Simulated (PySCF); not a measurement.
Geometry:
| atom | x (Å) | y (Å) | z (Å) |
| --- | --- | --- | --- |
| C1 | 2.888 | -0.026 | 0.435 |
| O2 | 1.565 | -0.472 | 0.327 |
| C3 | 0.664 | 0.558 | -0.011 |
| C4 | -0.762 | -0.004 | -0.112 |
| C5 | -0.800 | -1.087 | -1.191 |
| C6 | -1.718 | 1.133 | -0.480 |
| C7 | -1.161 | -0.605 | 1.236 |
| H8 | 2.989 | 0.738 | 1.216 |
| H9 | 3.492 | -0.893 | 0.695 |
| H10 | 3.246 | 0.396 | -0.514 |
| H11 | 0.958 | 1.008 | -0.974 |
| H12 | 0.701 | 1.351 | 0.753 |
| H13 | -0.087 | -1.870 | -0.949 |
| H14 | -0.542 | -0.670 | -2.162 |
| H15 | -1.795 | -1.523 | -1.255 |
| H16 | -1.698 | 1.914 | 0.276 |
| H17 | -1.444 | 1.574 | -1.436 |
| H18 | -2.734 | 0.754 | -0.556 |
| H19 | -0.453 | -1.380 | 1.515 |
| H20 | -1.162 | 0.159 | 2.011 |
| H21 | -2.156 | -1.039 | 1.177 |

- σ from GIAO-PBE0/pcSseg-1
- geometry: GFN2-xTB
- code: PySCF
- no relativistic terms, one computed conformer, gas phase, one averaged value for each set of equivalent atoms

Scale: TMS for ¹³C and ¹H; ¹⁷O against H2O (reference shieldings calculated alike).

```
                              atoms  nucleus  count  δ (ppm)
                                 C3      ¹³C      1     87.2
                                 C4      ¹³C      1     34.8
                                 O2      ¹⁷O      1     26.1
                          H8/H9/H10       ¹H      3        ?
                            H11/H12       ¹H      2     3.04
H13/H14/H15/H16/H17/H18/H19/H20/H21       ¹H      9        ?
                                 C1      ¹³C      1     61.4
                           C5/C6/C7      ¹³C      3     28.2
```

**Question.** Estimate the values marked ?.

**Answer.** 
- H8/H9/H10: 3.56 ppm, hydrogen on a methyl carbon bonded to O; its carbon carries O, hence the downfield position
- H13/H14/H15/H16/H17/H18/H19/H20/H21: 0.94 ppm, hydrogen on a methyl carbon; far from electronegative atoms and π systems

Shifts are as computed. Against solution values, carbons near 30 ppm lie about +3 ppm off and those near 130 ppm about +5 ppm. Of 1211 compounds with measured shifts, 218 miss one by over three times the rms of a fit or turn the order of signals round; such compounds aren't used in these exercises. Experimental scales use liquid or dissolved standards, which lie at an offset from isolated H2O (liquid H2O: subtract about 36 ppm).
